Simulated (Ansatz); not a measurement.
Active spaces for ZnH₂, singlet

Computed with Ansatz's Gaussian-basis code (development build). Basis def2-SVP, nonrelativistic, 9 orbitals frozen in the corrections. State-specific CASSCF; RHF is the lowest restricted (open-shell) Hartree–Fock solution met. The basis is small, far from the limit. Solutions may break the symmetry of the shape. The lowest solution met needn't be the lowest there is, nor hold the orbitals that a chemist would pick.

Geometry. A bond is stretched, to 1.99 times the sum of the covalent radii.

```xyz
3

H     0.0000    0.0000    3.0480
Zn    0.0000    0.0000    0.0000
H     0.0000    0.0000   -1.5240
```

What do CASSCF and its corrections give against RHF in CAS(4,4), and what are the occupations?

CASSCF -1.820 eV, SC-NEVPT2 -9.471 eV; occupations 1.98, 1.68, 0.32, 0.02.
